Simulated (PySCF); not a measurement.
Members of one family of related compounds. Computed with TDDFT CAM-B3LYP/def2-SVPD, vertical, gas phase, core orbitals frozen in the response in PySCF 2.14.0, density-fitted response routines. Geometries: PBE0-D3(BJ)/def2-SVP; one conformer of each isolated species. Triplets are in the Tamm–Dancoff approximation. Relativistic effects are left out although some hold elements past zinc.

Question: Rank by computed lowest singlet excitation energy, lowest first.
A. `C=C[SiH2]F`
B. `O=CO[SiH2]F`
C. `F[SiH2]C(Cl)Cl`
D. `NC(=O)[SiH2]F`
E. `CCO[SiH2]F`
F. `[H]/N=C\[SiH2]F`
G. `F[SiH2][O][GeH3]`
H. `C([SiH2]F)#CC`

Answer: F (4.28 eV), D (4.89 eV), H (5.60 eV), B (5.81 eV), C (6.47 eV), A (6.61 eV), G (7.21 eV), E (8.05 eV).

```
          SMILES  S1 (eV)  first f ≥ 0.01 (nm)  f (S1)  α (au)  HOMO (eV)    S1 mainly
 [H]/N=C\[SiH2]F     4.28                  162   0.000    45.9      -9.06    H→L (98%)
   NC(=O)[SiH2]F     4.89                  168   0.003    50.6      -8.90    H→L (93%)
     CC#C[SiH2]F     5.60                  164   0.000    62.3      -9.30    H→L (86%)
     O=CO[SiH2]F     5.81                  153   0.001    43.0     -10.47    H→L (98%)
  F[SiH2]C(Cl)Cl     6.47                  174   0.006    65.7      -9.94    H→L (82%)
      C=C[SiH2]F     6.61                  174   0.007    50.9      -9.79  H-1→L (94%)
F[SiH2][O][GeH3]     7.21                  160   0.002    58.5     -10.02    H→L (79%)
      CCO[SiH2]F     8.05                  152   0.004    54.9     -10.07    H→L (74%)
```

H and L stand for HOMO and LUMO.

Mean S1 by what the SMILES shows (count): single bonds only 7.24 eV (3); a double or triple bond but no aromatic ring 5.44 eV (5).

- `[H]/N=C\[SiH2]F`: Löwdin shares by element: HOMO nitrogen 50%, carbon 21%, silicon 10%, hydrogen 8% or more; LUMO carbon 36%, nitrogen 34%, silicon 15%, hydrogen 5% or more.
- `NC(=O)[SiH2]F`: S1 has the pattern of n→π* at C=O.
- `CC#C[SiH2]F`: Löwdin shares by element: HOMO carbon 80%, silicon 8%; LUMO carbon 38% or more, silicon 31%, fluorine 8% (atoms not listed hold the other 23%).
- `O=CO[SiH2]F`: S1 has the pattern of n→π* at C=O.
- `F[SiH2]C(Cl)Cl`: Löwdin shares by element: HOMO chlorine 63%, carbon 19%, silicon 10%; LUMO chlorine 54%, carbon 20%, silicon 13%.
- `C=C[SiH2]F`: Löwdin shares by element: HOMO carbon 79%, silicon 6% (atoms not listed hold the other 15%); LUMO carbon 61%, silicon 16%, hydrogen 5% or more (atoms not listed hold the other 18%).
- `F[SiH2][O][GeH3]`: Löwdin shares by element: HOMO oxygen 38%, hydrogen 22% or more, silicon 16% (atoms not listed hold the other 25%); LUMO germanium 37%, hydrogen 22% or more, oxygen 14% (atoms not listed hold the other 27%).
- `CCO[SiH2]F`: Löwdin shares by element: HOMO oxygen 49%, carbon 17% or more, hydrogen 15% or more (atoms not listed hold the other 19%); LUMO silicon 33%, carbon 20%, fluorine 8% (atoms not listed hold the other 38%).
